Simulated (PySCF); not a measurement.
Cd(OMe)(SiH3) (CH₆CdOSi), SMILES C[O][Cd][SiH3].

The structure is a stationary point at B3LYP-D3(BJ)/def2-SVP. The structure was generated by enumeration; whether it is a known compound was not checked. The def2 effective core potentials stand for the cores of Cd; spin–orbit coupling is left out. The values are those of a single conformer.

Two levels are set side by side: PBE/def2-TZVP (PySCF) and r2SCAN/def2-TZVP (PySCF). Same geometry, gas phase. Differences are taken from unrounded values.

| quantity | r2SCAN |
|---|---|
| orbital gap (eV) | 4.21 |
| highest occupied level (eV) | -5.65 |
| lowest empty level (eV) | -1.44 |
| dipole moment (D) | 1.61 |
| mean polarisability (bohr³) | 83.4 |

What does PBE give, and how far is it from r2SCAN? (The exact figures need the calculation; the answer reports its results.)


```csv
quantity,PBE,PBE minus r2SCAN
orbital gap (eV),3.71,-0.50
highest occupied level (eV),-5.41,0.25
lowest empty level (eV),-1.70,-0.25
dipole moment (D),1.51,-0.10
mean polarisability (bohr³),86.6,3.1
```

Rough cost on one machine, each run with all the roots and properties that it gave: r2SCAN against PBE about 4 times.
